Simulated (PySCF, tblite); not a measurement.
Compound: C6H11P.
Structure used (GFN2-xTB), in Å, numbered top down from 1:
```
atom  x, y, z in Å
C1     2.5764    0.2891    0.3252
C2     1.6150   -0.8693    0.0721
C3     0.2031   -0.3853    0.0034
C4    -0.6483   -0.5553   -1.0018
C5    -2.0099    0.0499   -0.8539
C6    -2.2094    0.3468    0.6354
P7    -0.5258    0.5548    1.4089
H8     2.5147    1.0177   -0.4806
H9     2.3178    0.7854    1.2602
H10    3.6009   -0.0693    0.3921
H11    1.8743   -1.3794   -0.8588
H12    1.7038   -1.5894    0.8910
H13   -0.3973   -1.0772   -1.9143
H14   -2.7883   -0.6154   -1.2330
H15   -2.0525    0.9741   -1.4406
H16   -2.8344    1.2214    0.8187
H17   -2.6833   -0.5073    1.1293
H18   -0.2656    1.8152    0.8347
```

Method: PBE0/def2-SVPD in PySCF (dipole) on a GFN2-xTB geometry, gas phase.

Masses are those of the commonest isotopes; rigid-rotor values at the optimised geometry. The values belong to one conformer with, in the numbering `[CH3:1][CH2:2][C:3]1=[CH:4][CH2:5][CH2:6][PH:7]1`, C1–C2–C3–C4 123°, C3–C4–C5–C6 -18°, C4–C5–C6–P7 25°, C5–C6–P7–C3 -21°, C2–C3–P7–C6 -168°.

Question: Give the principal moments of inertia and the rotational constants in MHz.

Answer: Ia = 129.30, Ib = 309.22, Ic = 400.82 u·Å²; 505379 MHz·u·Å²/I gives A = 3909, B = 1634, C = 1261 MHz.

Question: Classify the top.

Answer: An asymmetric top: κ = (2 × 1634 − 3909 − 1261)/(3909 − 1261) = -0.72.

Question: What does the inertial defect say?

Answer: Not planar: Δ = Ic − Ia − Ib = -37.71 u·Å². For a rigid frame Δ = −2 Σ m c², so Σ m c² = 18.85 u·Å² lies off the ab plane: 10.54 from hydrogen and 8.32 from heavier atoms. The atom farthest from that plane is 1.51 Å away.

Question: Give the other two planar moments, Paa and Pbb, and the rms extents of the mass along the axes.

Answer: Paa = Σ m a² = (Ib + Ic − Ia)/2 = 290.37 and Pbb = Σ m b² = (Ia + Ic − Ib)/2 = 110.45 u·Å². With the mass M = 114.06 u, the rms extents √(P/M) along a, b and c are 1.60, 0.98, 0.41 Å.

Question: List the rotational levels J(Ka,Kc) to J = 4 (K).

Answer: Above 0(0,0), as E/k:
J = 1: 1(0,1) 0.139, 1(1,1) 0.248, 1(1,0) 0.266
J = 2: 2(0,2) 0.415, 2(1,2) 0.508, 2(1,1) 0.562, 2(2,1) 0.889, 2(2,0) 0.891
J = 3: 3(0,3) 0.824, 3(1,3) 0.897, 3(1,2) 1.004, 3(2,2) 1.306, 3(2,1) 1.316, 3(3,1) 1.898, 3(3,0) 1.898
J = 4: 4(0,4) 1.361, 4(1,4) 1.413, 4(1,3) 1.591, 4(2,3) 1.860, 4(2,2) 1.889, 4(3,2) 2.457, 4(3,1) 2.458, 4(4,1) 3.281, 4(4,0) 3.281
The levels of one J sum to (2J + 1)J(J + 1)(A + B + C)/3.

Question: Which types of transition are allowed, and where do some lines up to J = 4 fall?

Answer: The dipole components are |μa| = 0.38 D, |μb| = 1.26 D, |μc| = 0.40 D. The squared components, which scale the intensities, stand as 0.09 : 1.00 : 0.10 (a : b : c). Some lines, for components of 0.1 D or more:

| type | branch | J(Ka,Kc) | MHz | lower level (cm⁻¹) |
| --- | --- | --- | --- | --- |
| a | Q | 2(1,1) ← 2(1,2) | 1120 | 0.353 |
| a | Q | 3(1,2) ← 3(1,3) | 2238 | 0.623 |
| b | Q | 3(1,2) ← 3(0,3) | 3761 | 0.573 |
| b | Q | 4(1,3) ← 4(0,4) | 4808 | 0.946 |
| a | R | 2(1,1) ← 1(1,0) | 6164 | 0.185 |
| b | Q | 4(2,2) ← 4(1,3) | 6207 | 1.106 |
| c | Q | 3(2,2) ← 3(1,2) | 6290 | 0.698 |
| b | Q | 3(2,1) ← 3(1,2) | 6498 | 0.698 |
| b | R | 2(1,2) ← 1(0,1) | 7691 | 0.097 |
| a | R | 3(2,2) ← 2(2,1) | 8686 | 0.618 |
| c | R | 2(1,1) ← 1(0,1) | 8812 | 0.097 |
| c | Q | 4(3,2) ← 4(2,2) | 11837 | 1.313 |
| b | R | 4(1,4) ← 3(0,3) | 12281 | 0.573 |
| b | R | 3(2,2) ← 2(1,1) | 15508 | 0.390 |
| b | Q | 4(4,1) ← 4(3,2) | 17158 | 1.708 |
| c | R | 4(3,2) ← 3(2,2) | 23987 | 0.908 |

Its GFN2-xTB frequencies are all real (lowest 56 cm⁻¹). Constants of a rigid frame at the computed geometry: no zero-point averaging, no centrifugal distortion. A rigid rotor knows nothing of internal rotation, which can split or shift real lines.

Time: 51 s of wall time. Hardware: Arm Neoverse V1, one thread, shared host. This is the PBE0/def2-SVPD job that gave the dipole, with the excitations it also computed.
